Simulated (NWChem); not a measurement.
Program: NWChem. System: CHNO, charge 0, spin multiplicity 1, displaced from the optimised geometry.

Input file:

```
start mol
memory heap 100 mb stack 700 mb global 1900 mb
geometry units angstroms nocenter noautoz noautosym
  N      1.160035    -0.073177     0.000000
  C     -0.046793     0.019492     0.000000
  O     -2.955891    -0.114479     0.000000
  H      1.843969     0.668062     0.000000
end
basis spherical
  * library cc-pvdz
end
scf
  rhf
  nopen 0
  maxiter 100
  thresh 1e-7
  semidirect memsize 60000000 filesize 0
end
ccsd
  freeze core 3
  maxiter 60
end
task ccsd(t) energy
```

The output up to the point where the run's verdict is printed (cleaned and shortened):

```
             Northwest Computational Chemistry Package (NWChem) 7.3.0
             --------------------------------------------------------

                                NWChem Input Module
                                -------------------

 Scaling coordinates for geometry "geometry" by  1.889725989
 (inverse scale =  0.529177249)

                             Geometry "geometry" -> ""
                             -------------------------

 Output coordinates in angstroms (scale by  1.889725989 to convert to a.u.)

  No.       Tag          Charge          X              Y              Z
 ---- ---------------- ---------- -------------- -------------- --------------
    1 N                    7.0000     1.16003500    -0.07317700     0.00000000
    2 C                    6.0000    -0.04679300     0.01949200     0.00000000
    3 O                    8.0000    -2.95589100    -0.11447900     0.00000000
    4 H                    1.0000     1.84396900     0.66806200     0.00000000

 Effective nuclear repulsion energy (a.u.)      40.4156588949

            Nuclear Dipole moment (a.u.)
            ----------------------------
        X                 Y               Z
 ---------------- ---------------- ----------------
   -26.3875138744    -1.2152015250     0.0000000000


 Summary of "ao basis" -> "" (spherical)
 ------------------------------------------------------------------------------
       Tag                 Description            Shells   Functions and Types
 ---------------- ------------------------------  ------  ---------------------
 *                          cc-pvdz                   on all atoms

 Summary of "ao basis" -> "ao basis" (spherical)
 ------------------------------------------------------------------------------
       Tag                 Description            Shells   Functions and Types
 ---------------- ------------------------------  ------  ---------------------
 N                          cc-pvdz                  6       14   3s2p1d
 C                          cc-pvdz                  6       14   3s2p1d
 O                          cc-pvdz                  6       14   3s2p1d
[...]
  29     -0.4426242012  3.429D-07  1.403D-05     0.57     0.00     0.54
  30     -0.4426232987  9.025D-07  1.387D-05     0.56     0.00     0.53
  31     -0.4426225222  7.766D-07  1.123D-05     0.60     0.00     0.57
  32     -0.4426219513  5.708D-07  8.979D-06     0.57     0.00     0.55
  33     -0.4426216472  3.041D-07  1.278D-06     0.57     0.00     0.54
  34     -0.4426213876  2.596D-07  3.155D-06     0.57     0.00     0.55
  35     -0.4426213645  2.305D-08  6.623D-06     0.57     0.00     0.55
  36     -0.4426214900 -1.255D-07  6.559D-06     0.58     0.00     0.55
  37     -0.4426215910 -1.009D-07  6.450D-06     0.57     0.00     0.55
  38     -0.4426216557 -6.470D-08  7.060D-06     0.57     0.00     0.54
  39     -0.4426217961 -1.404D-07  6.345D-06     0.58     0.00     0.55
  40     -0.4426217986 -2.501D-09  6.413D-06     0.57     0.00     0.54
  41     -0.4426217993 -7.614D-10  6.182D-06     0.58     0.00     0.56
  42     -0.4426217871  1.228D-08  6.181D-06     0.56     0.00     0.54
  43     -0.4426217523  3.478D-08  6.476D-06     0.57     0.00     0.54
  44     -0.4426218134 -6.112D-08  6.901D-06     0.57     0.00     0.54
  45     -0.4426217564  5.706D-08  7.571D-06     0.60     0.00     0.57
  46     -0.4426217299  2.642D-08  6.700D-06     0.60     0.00     0.57
  47     -0.4426217338 -3.863D-09  7.931D-06     0.58     0.00     0.55
  48     -0.4426217678 -3.403D-08  8.157D-06     0.59     0.00     0.56
  49     -0.4426218695 -1.017D-07  8.093D-06     0.58     0.00     0.55
  50     -0.4426219915 -1.219D-07  9.033D-06     0.58     0.00     0.55
  51     -0.4426220067 -1.519D-08  8.746D-06     0.55     0.00     0.53
  52     -0.4426220035  3.145D-09  8.620D-06     0.59     0.00     0.57
  53     -0.4426220083 -4.749D-09  8.291D-06     0.57     0.00     0.55
  54     -0.4426220524 -4.411D-08  8.438D-06     0.58     0.00     0.55
  55     -0.4426221027 -5.032D-08  8.756D-06     0.58     0.00     0.56
  56     -0.4426221550 -5.227D-08  8.963D-06     0.66     0.00     0.63
  57     -0.4426222881 -1.331D-07  6.679D-06     0.58     0.00     0.55
  58     -0.4426223625 -7.447D-08  7.078D-06     0.57     0.00     0.54
  59     -0.4426223654 -2.855D-09  5.877D-06     0.60     0.00     0.57
  60     -0.4426222714  9.395D-08  7.294D-06     0.60     0.00     0.58
                  ****maximum iterations exceeded****
-------------------------------------------------------------------------

 -----------
 CCSD Energy
 -----------
 Reference energy:            -167.523693991937449
 CCSD corr. energy:             -0.442622271431551
 Total CCSD energy:           -167.966316263369009

 --------------------------------
 Spin Component Scaled (SCS) CCSD
 --------------------------------
 Same spin contribution:                 -0.083099609589517
 Same spin scaling factor:                1.130000000000000
 Opposite spin contribution:             -0.359522661842034
 Opposite spin scaling fact.:             1.270000000000000
 SCS-CCSD correlation energy:            -0.550496339375537
 Total SCS-CCSD energy:                -168.074190331312991

 routine      calls  cpu(0)   cpu-min  cpu-ave  cpu-max   i/o
 aoccsd          1     0.00     0.00     0.00     0.00    0.00
 iterdrv         1     0.02     0.02     0.02     0.02    0.00
 pampt          60     0.12     0.12     0.12     0.12    0.00
 t2pm           60     0.21     0.21     0.21     0.21    0.00
 sxy            60     0.42     0.42     0.42     0.42    0.00
 ints      3023340    29.92    29.92    29.92    29.92    0.00
 t2eri       13860     2.74     2.74     2.74     2.74    0.00
 idx2        13860     0.78     0.78     0.78     0.78    0.00
 idx34          60     0.12     0.12     0.12     0.12    0.00
 ht2pm          60     0.24     0.24     0.24     0.24    0.00
 itm            60     1.05     1.05     1.05     1.05    0.00
 pdiis          60     0.05     0.05     0.05     0.05    0.00
 Total                35.67    35.67    35.67    35.67    0.00
```

The run crashed. NWChem stopped with the message: ccsd(t) energy failed.
